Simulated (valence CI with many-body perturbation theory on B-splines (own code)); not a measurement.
## Cd XLIV: electric-dipole lines

Level of theory: valence CI with perturbative core correlation (CI+MBPT): three valence electrons over a frozen Dirac-Fock core [He], radial functions for each j: 11 s, 11 p, 10 d, 8 f, 5 g, 2 h, with the one-electron correlation potential Σ1, the two-electron term Σ2, the three-electron term Σ3, Breit, model QED; selected CI, second order for the rest, scaled by the run's own slope (own B-spline code, finite nucleus).

No measured spectrum was set against this ion. As an estimate, large intervals hold to a few tenths of a per cent, small ones and those within an open d or f shell to about a per cent.

Lines 151 to 200 of 522 in falling wavelength, among levels below 5783.0 eV, chosen from the strongest by gf and those to the six lowest levels. Wavelengths and rates use the calculated energies. Electric multipoles are in the length gauge with retardation, E1 and E2 with the static RPA response of the core. Weak lines are less certain than strong ones. Lines between different terms over intervals too small for the method are left out, as are lines whose strength nearly cancels. The highest levels of a list are the least certain.

Levels are named by their leading jj configuration (3d3/2^4 stands for four electrons in 3d with j = 3/2), which in mixed levels can hold well under half, so a name can repeat and another be missing. Letters in brackets count levels of one name in rising energy.

```
λ vac (Å)                       Upper                       Lower   A (s⁻¹)  S (a.u.) with core polarisation  S without
    9.678     (2s 2p3/2 4s) J=3/2 [a]  (2s 2p3/2 3p3/2) J=5/2 [a]  2.59e+12                         4.63e-03   4.63e-03
    9.673     (2s 2p1/2 4s) J=1/2 [a]  (2s 2p1/2 3p3/2) J=3/2 [a]  7.03e+12                         6.28e-03   6.27e-03
    9.671         (2s 2p1/2 4s) J=3/2      (2s 2p1/2 3p3/2) J=5/2  5.38e+12                         9.61e-03   9.61e-03
    9.663     (2s 2p1/2 4s) J=1/2 [b]  (2s 2p1/2 3p3/2) J=3/2 [b]  4.22e+12                         3.76e-03   3.75e-03
    9.652      (2s 2p3/2 4p3/2) J=7/2      (2s 2p3/2 3d5/2) J=9/2  1.26e+12                         4.47e-03   4.47e-03
    9.644      (2s 2p3/2 4f7/2) J=3/2   (2p1/2 2p3/2 3p1/2) J=1/2  4.25e+12                         7.52e-03   7.52e-03
    9.617      (2s 2p3/2 4f7/2) J=3/2      (2s 2p3/2 3d5/2) J=1/2  2.85e+13                         5.00e-02   5.00e-02
    9.599         (2s 2p3/2 4s) J=5/2      (2s 2p3/2 3p3/2) J=7/2  4.60e+12                         1.21e-02   1.20e-02
    9.592      (2s 2p3/2 4f5/2) J=9/2  (2s 2p3/2 3d5/2) J=7/2 [a]  2.72e+12                         1.18e-02   1.18e-02
    9.576      (2s 2p1/2 4f5/2) J=7/2  (2s 2p1/2 3d5/2) J=5/2 [b]  3.11e+12                         1.08e-02   1.08e-02
    9.576     (2s 2p3/2 4s) J=3/2 [b]  (2s 2p3/2 3p3/2) J=5/2 [b]  3.68e+12                         6.38e-03   6.38e-03
    9.571      (2s 2p3/2 4f7/2) J=9/2  (2s 2p3/2 3d5/2) J=7/2 [a]  4.67e+13                         2.02e-01   2.02e-01
    9.571      (2s 2p3/2 4f7/2) J=7/2  (2s 2p3/2 3d5/2) J=7/2 [a]  9.05e+12                         3.13e-02   3.13e-02
    9.570  (2s 2p1/2 4f5/2) J=5/2 [b]      (2s 2p1/2 3d5/2) J=3/2  2.31e+12                         6.00e-03   6.00e-03
    9.560       (2p1/2^2 4f5/2) J=5/2       (2p1/2^2 3d5/2) J=5/2  3.39e+12                         8.76e-03   8.76e-03
    9.554      (2s 2p3/2 4f5/2) J=5/2  (2s 2p3/2 3d5/2) J=3/2 [a]  1.52e+12                         3.94e-03   3.94e-03
    9.546  (2s 2p1/2 4f5/2) J=5/2 [a]  (2s 2p1/2 3d3/2) J=3/2 [b]  4.85e+12                         1.25e-02   1.25e-02
    9.545      (2s 2p1/2 4f7/2) J=5/2  (2s 2p1/2 3d5/2) J=5/2 [b]  4.33e+12                         1.12e-02   1.12e-02
    9.543      (2s 2p1/2 4f7/2) J=5/2      (2s 2p1/2 3d5/2) J=3/2  4.42e+13                         1.14e-01   1.14e-01
    9.543  (2s 2p1/2 4f7/2) J=7/2 [b]  (2s 2p1/2 3d5/2) J=5/2 [b]  4.23e+13                         1.45e-01   1.45e-01
    9.531       (2p1/2^2 4f7/2) J=7/2       (2p1/2^2 3d5/2) J=5/2  5.10e+13                         1.74e-01   1.74e-01
    9.529  (2s 2p1/2 4f5/2) J=5/2 [a]  (2s 2p1/2 3d5/2) J=5/2 [a]  2.50e+12                         6.40e-03   6.40e-03
    9.519      (2s 2p3/2 4f7/2) J=5/2  (2s 2p3/2 3d5/2) J=3/2 [a]  3.15e+13                         8.03e-02   8.03e-02
    9.506      (2s 2p3/2 4f7/2) J=3/2  (2s 2p3/2 3d5/2) J=3/2 [a]  1.43e+13                         2.42e-02   2.42e-02
    9.502  (2s 2p1/2 4f7/2) J=7/2 [a]  (2s 2p1/2 3d5/2) J=5/2 [a]  3.83e+13                         1.30e-01   1.30e-01
    9.501      (2s 2p1/2 4f5/2) J=7/2      (2s 2p1/2 3d5/2) J=7/2  3.77e+12                         1.28e-02   1.28e-02
    9.496      (2s 2p3/2 4f7/2) J=7/2  (2s 2p3/2 3d5/2) J=5/2 [a]  3.94e+13                         1.33e-01   1.33e-01
    9.495          (2s^2 4f5/2) J=5/2          (2s^2 3d5/2) J=5/2  3.48e+12                         8.83e-03   8.83e-03
    9.487      (2s 2p3/2 4f7/2) J=5/2  (2s 2p3/2 3d5/2) J=5/2 [a]  1.51e+13                         3.83e-02   3.83e-02
    9.476      (2s 2p3/2 4d5/2) J=7/2  (2s 2p3/2 3p3/2) J=5/2 [b]  1.18e+12                         3.95e-03   3.95e-03
    9.475      (2s 2p1/2 4f7/2) J=9/2      (2s 2p1/2 3d5/2) J=7/2  5.21e+13                         2.19e-01   2.19e-01
    9.469          (2s^2 4f7/2) J=7/2          (2s^2 3d5/2) J=5/2  5.24e+13                         1.76e-01   1.76e-01
    9.468  (2s 2p1/2 4f7/2) J=7/2 [b]      (2s 2p1/2 3d5/2) J=7/2  3.76e+12                         1.26e-02   1.26e-02
    9.421  (2s 2p1/2 4f7/2) J=7/2 [a]      (2s 2p1/2 3d3/2) J=5/2  1.03e+13                         3.39e-02   3.39e-02
    9.409      (2s 2p1/2 4f5/2) J=3/2  (2s 2p1/2 3d3/2) J=3/2 [b]  1.31e+13                         2.16e-02   2.16e-02
    9.407  (2s 2p1/2 4f5/2) J=5/2 [b]  (2s 2p1/2 3d3/2) J=3/2 [b]  3.37e+13                         8.30e-02   8.30e-02
    9.406          (2s^2 4f5/2) J=5/2      (2s 2p1/2 3p1/2) J=3/2  1.92e+13                         4.73e-02   4.73e-02
    9.405      (2s 2p3/2 4f5/2) J=9/2      (2s 2p3/2 3d5/2) J=9/2  6.67e+12                         2.74e-02   2.74e-02
    9.400      (2s 2p1/2 4f5/2) J=3/2      (2s 2p1/2 3d3/2) J=1/2  3.53e+13                         5.79e-02   5.79e-02
    9.395      (2s 2p1/2 4f5/2) J=7/2  (2s 2p1/2 3d5/2) J=5/2 [a]  7.06e+12                         2.31e-02   2.31e-02
    9.390  (2s 2p1/2 4f5/2) J=5/2 [b]  (2s 2p1/2 3d5/2) J=5/2 [a]  3.07e+12                         7.52e-03   7.52e-03
    9.387      (2s 2p3/2 4f5/2) J=7/2      (2s 2p3/2 3d3/2) J=7/2  1.42e+13                         4.63e-02   4.63e-02
    9.384      (2s 2p3/2 4f7/2) J=9/2      (2s 2p3/2 3d5/2) J=9/2  3.33e+12                         1.36e-02   1.36e-02
    9.384     (2s 2p3/2 4f7/2) J=11/2      (2s 2p3/2 3d5/2) J=9/2  5.30e+13                         2.59e-01   2.59e-01
    9.383      (2s 2p3/2 4f5/2) J=5/2      (2s 2p3/2 3d3/2) J=7/2  2.37e+12                         5.79e-03   5.79e-03
    9.381      (2s 2p3/2 4f5/2) J=3/2  (2s 2p3/2 3d3/2) J=1/2 [a]  1.23e+13                         2.00e-02   2.00e-02
    9.381      (2s 2p1/2 4f7/2) J=5/2  (2s 2p1/2 3d3/2) J=3/2 [b]  2.15e+12                         5.25e-03   5.25e-03
    9.378      (2s 2p3/2 4f5/2) J=9/2      (2s 2p3/2 3d3/2) J=7/2  4.33e+13                         1.76e-01   1.76e-01
    9.378      (2s 2p3/2 4f5/2) J=5/2  (2s 2p3/2 3d3/2) J=3/2 [a]  2.58e+13                         6.30e-02   6.30e-02
    9.377  (2s 2p3/2 4p1/2) J=3/2 [b]  (2s 2p3/2 3d3/2) J=1/2 [a]  3.60e+12                         5.85e-03   5.85e-03
```
